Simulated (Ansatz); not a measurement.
Species: C4H7BSi, SMILES `C1=CC=C[SiH]1B` (charge 0, multiplicity 1), formula C4H7BSi.

**Question.** How many basis functions does Ansatz (a quantum-chemistry and plane-wave program) with frozen-core CCSD(T)/cc-pVTZ // r2SCAN-D4/def2-TZVP use, how many core orbitals are frozen, and how many electrons are correlated?

**Answer.** 282 basis functions and 10 frozen orbitals, which leaves 30 correlated electrons. Core time is of the order of minutes.
